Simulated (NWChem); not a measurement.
Molecule: C$_{3}$H$_{5}$ClSi; SMILES [SiH3]C=C=CCl

```xyz
10

Si     0.4130     2.5055    -0.0857
C     -0.7186     1.1323     0.5212
C     -0.6868    -0.0789     0.0254
C     -0.6356    -1.2748    -0.5057
Cl     0.3963    -2.5335     0.0949
H      1.2889     1.9776    -1.1698
H      1.2463     3.0110     1.0474
H     -0.4081     3.6431    -0.6020
H     -1.4352     1.3472     1.3282
H     -1.2470    -1.5642    -1.3647
```
Atoms are numbered in this order, from 1.

Coordinates come from a PBE0/def2-SVP optimisation.

### Question
Give the principal values of the shielding tensors (ppm) of Si1, C2, C3, C4, Cl5 from PBE0/pcSseg-1, GIAO (NWChem), with their diamagnetic and paramagnetic parts as GIAO splits them.

### Answer
```
atom    σ11    σ22    σ33  isotropic  diamagnetic  paramagnetic
----  -----  -----  -----  ---------  -----------  ------------
Si1   391.4  409.3  459.8      420.2        879.9        -459.8
C2      6.6  101.0  173.0       93.5        262.7        -169.1
C3    -70.9  -58.0   -1.5      -43.4        259.2        -302.7
C4     22.5   98.1  138.8       86.5        256.6        -170.1
Cl5   704.6  739.2  967.8      803.9       1146.9        -343.0
```
